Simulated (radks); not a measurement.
Results of a calculation; reference values are marked as such.
Spherical quantum dot in the effective-mass picture: electrons in a parabolic well V = omega^2 r^2 / 2 with omega = 1.68, all in effective atomic units (hartree* = m*/eps^2 hartree, bohr* = eps/m* bohr), one dielectric constant everywhere. Level of theory: non-relativistic Kohn-Sham, PBE, spin-polarised, spherical densities (a radial shooting solver with Libxc functionals). Levels are named by radial order and angular momentum (1s, 1p, 1d, 2s, ...), and open shells are averaged over m. Results are scaled to m* = 0.187 and eps = 11.5, for which hartree* = 38.48 meV and bohr* = 3.254 nm.

N = 3, configuration 1s2 1p(up 1, down 0). This is the lowest configuration that the search found. Occupied and some empty levels:

level    occupation  eigenvalue (meV)  <r> (nm)
1s up             1            174.67     3.088
1s down           1            178.01     3.058
1p up             1            229.52     3.990
1p down           0            233.78     3.994
1d up             0            287.72     4.710
1d down           0            291.79     4.732
2s up             0            293.28     4.371
2s down           0            295.38     4.389
1f up             0            347.72     5.337
1f down           0            351.22     5.361

Energy (meV): total 449.843, kinetic 156.09, external 202.93, Hartree 149.63, exchange-correlation -58.801.

Electron density:

r (nm)  n(r) (e/nm^3)
0.145         0.01664
0.510         0.01636
0.875         0.01577
1.24          0.01488
1.61          0.01372
1.97          0.01232
2.34          0.01075
2.70         0.009076
3.07         0.007398
3.43         0.005809
3.80         0.004368
4.16         0.003157
4.53         0.002184
4.89         0.001447
5.26        0.0009184
5.62        0.0005584
5.99        0.0003235
6.35        0.0001803
6.72       0.00009611
7.08       0.00004897
